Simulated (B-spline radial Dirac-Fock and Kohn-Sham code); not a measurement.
## How core holes in Mo⁷⁺ decay

System: Mo⁷⁺, [Ar] 3d10 4s2 4p5.

Input of the calculation (task.json; shells as n, l, electrons):

```json
{"items": [{
  "Z": 42,
  "q": 7,
  "cfg": [[1, 0, 2], [2, 0, 2], [2, 1, 6], [3, 0, 2], [3, 1, 6], [3, 2, 10], [4, 0, 2], [4, 1, 5]],
  "A": 98,
  "rrms": 4.4091,
  "do": ["binding", "quiet", "decay"],
  "holes": ["K", "L1", "L2", "L3", "M1", "M2", "M3", "M4", "M5", "N1"]
}]}
```

Run with: `python xray_run.py task.json out`

Method: one-electron (LDA, Dirac) transition rates at Dirac-Fock energies. Computed with a B-spline atomic structure program.

Partial widths are in eV. Coster-Kronig decay leaves a hole in the same principal shell; its rates are the weakest part of the model, often 1.5 to 2.5 times too large and more for N holes. Holes without an open Auger channel, or with an unreliable SCF state, are not listed.

```tsv
hole	radiative	Auger	Coster-Kronig	total	fluorescence yield	lifetime (fs)
K (1s)	3.38	1.05	0	4.43	0.764	0.149
L1 (2s)	0.0437	1.02	0.827	1.89	0.0232	0.349
L2 (2p1/2)	0.0643	1.49	0	1.55	0.0413	0.424
M1 (3s)	0.000763	0.134	1.29	1.43	0.000535	0.462
M2 (3p1/2)	0.000609	0.132	2.00	2.14	0.000285	0.308
M4 (3d3/2)	4.28e-05	0.0267	0	0.0268	0.00160	24.6
M5 (3d5/2)	3.98e-05	0.0293	0	0.0294	0.00135	22.4
```
